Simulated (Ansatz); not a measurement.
Input file for Ansatz (a quantum-chemistry and plane-wave program): R-PBE0/def2-TZVPP on CHBr (SMILES [CH]Br), 2S+1 = 1, a spin state set in the input, which need not be the lowest, at the other state's geometry.

Ansatz 0.2 input:
```yaml
crystal:
  periodic: [false, false, false]
  atoms:
    - {symbol: C, position_ang: [-1.44608709, 0.39203032, 0.00000000]}
    - {symbol: Br, position_ang: [0.31345316, -0.05912396, 0.00000000]}
    - {symbol: H, position_ang: [-2.29433806, -0.28284327, 0.00000000]}
basis:
  gaussian:
    orbitals: def2-TZVPP
hamiltonian:
  xc: {name: PBE0}
```

Task: Predict the final total energy.

Result: -2612.3688 hartree.
